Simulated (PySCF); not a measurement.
# Simulated characterisation data

In vacuum, non-relativistic Hamiltonian, one conformer, one averaged value for each set of equivalent atoms. Geometry from GFN2-xTB; NMR shieldings at PBE0/pcSseg-1/GIAO; B3LYP/pcJ-1 coupling constants (spin–dipole term left out of most H,H and C,H couplings); PySCF.

References, each an isolated molecule treated in the same way: TMS for 1H (σ = 31.72 ppm), 13C (σ = 186.93 ppm). Multiplet labels drop J under 1 Hz and among equivalent protons, and merge close values. Unscaled 3J(H,H) run several per cent high. Where no couplings were computed, multiplicities follow the n + 1 count of equivalent neighbours, and m marks all less simple cases (inequivalent or close neighbours, rings, F or P nearby). One-bond C–F couplings are unscaled and too large by tens of Hz. Shifts are as computed. Against solution values, carbons near 30 ppm lie about +3 ppm off and those near 130 ppm about +5 ppm. Of 1211 compounds with measured shifts, 218 miss one by over three times the rms of a fit or turn the order of signals round; such compounds aren't used in these exercises.

**1.** `C1=CCC=CC1OC(C)=O`, C8H10O2. 1H NMR (400 MHz, computed): δ 6.63 (m, 1H), 6.20 (m, 2H), 5.92 (m, 2H), 2.83 (m, 1H), 2.81 (m, 1H), 2.13 (s, 3H). 13C{1H} NMR (computed): δ 174.9 (C), 133.7 (CH), 133.4 (CH), 64.5 (CH), 30.6 (CH2), 23.5 (CH3).

**2.** SMILES C=C/C=C\OC(F)F, C5H6F2O. 1H NMR (400 MHz, computed): δ 7.23 (dtd, J = 18.2, 11.6, 1.3 Hz, 1H), 6.50 (t, J = 79.7 Hz, 1H), 6.13 (dq, J = 7.4, 1.4 Hz, 1H), 5.64 (ddd, J = 11.3, 7.4, 1.0 Hz, 1H), 5.50 (dd, J = 18.2, 1.2 Hz, 1H), 5.49 (ddd, J = 11.9, 1.8, 1.0 Hz, 1H). 13C{1H} NMR (computed): δ 145.6 (t, J = 1.7 Hz), 137.4, 125.7 (t, J = 317.9 Hz), 124.2, 120.8.
